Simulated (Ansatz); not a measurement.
Program: Ansatz. Geometries: PBE0-D4/def2-TZVP. ΔE: electronic, gas phase. CCSD(T)/CBS adds triple-zeta CCSD(T) − MP2 to the extrapolated MP2 energy (def2 sets, frozen cores). This one scheme is used for every species. DFT in def2-TZVPP. B3LYP here is the variant with VWN-RPA as its local correlation; programs differ in this. One conformer a species, not always the lowest.

Reaction (ligand exchange at the Si–Cl bond): `C=C[Si](O)(Cl)Cl` + silanol → `C=C[Si](O)(Cl)O[SiH3]` + HCl

`C=C[Si](O)(Cl)Cl`:

Z-matrix (Å, degrees):
```
Si
C 1 1.833
Cl 1 2.049 2 110.8
O 1 1.625 2 108.2 3 -121.3
Cl 1 2.049 2 110.8 3 117.4
C 2 1.330 1 122.2 3 121.2
H 2 1.087 1 118.2 3 -58.7
H 4 0.959 1 118.7 2 179.6
H 6 1.085 2 121.6 1 0.0
H 6 1.086 2 121.7 1 -180.0
```

`O[SiH3]`:

```xyz
6

O     0.267    1.067    0.658
Si   -0.188   -0.213   -0.275
H     0.940    0.919    1.323
H     0.956   -0.758   -1.056
H    -1.225    0.305   -1.196
H    -0.749   -1.320    0.547
```

`C=C[Si](O)(Cl)O[SiH3]`:

Cartesian coordinates in Å:
```
C -0.804 1.338 -1.855
C -0.811 0.011 -1.773
Si -0.056 -0.895 -0.368
O 1.001 -1.980 -0.962
Cl -1.492 -1.928 0.701
O 0.639 0.149 0.658
Si 0.752 0.586 2.237
H -1.255 1.866 -2.690
H -0.340 1.953 -1.090
H -1.287 -0.563 -2.565
H 1.265 -2.714 -0.406
H -0.581 0.977 2.759
H 1.679 1.741 2.311
H 1.290 -0.540 3.043
```

HCl:

Cartesian coordinates in Å:
```
Cl -0.415 -0.350 -0.338
H 0.415 0.350 0.338
```

Q: Is it downhill or uphill in electronic energy at CCSD(T)/CBS, and by how much? (Estimate.)

A: Ansatz gave: Downhill: ΔE = -0.31 eV.

Q: What do these levels give: PBE-D4, r2SCAN-D4, B3LYP-D4, ωB97X-V, PBE, r2SCAN, B3LYP, MP2/def2-TZVPP, SCS-MP2/def2-TZVPP, CCSD/def2-TZVPP, CCSD(T)/def2-TZVPP, MP2/def2-QZVPP? (Estimate.)

A: Ansatz gave: PBE-D4 -0.19, r2SCAN-D4 -0.26, B3LYP-D4 -0.33, ωB97X-V -0.29, PBE -0.14, r2SCAN -0.25, B3LYP -0.27, MP2/def2-TZVPP -0.29, SCS-MP2/def2-TZVPP -0.33, CCSD/def2-TZVPP -0.37, CCSD(T)/def2-TZVPP -0.35, MP2/def2-QZVPP -0.28 eV.

Largest T1 diagnostic among the species: 0.011.

From PBE to PBE0 (25 % exact exchange), in def2-TZVPP and without D4, ΔE moves by −0.05 eV. The D4 term adds −0.07 eV with B3LYP and −0.04 eV with PBE0; it sums over pairs of atoms, weighted by their polarisabilities, and B3LYP, whose exchange is more repulsive, gets the larger term.
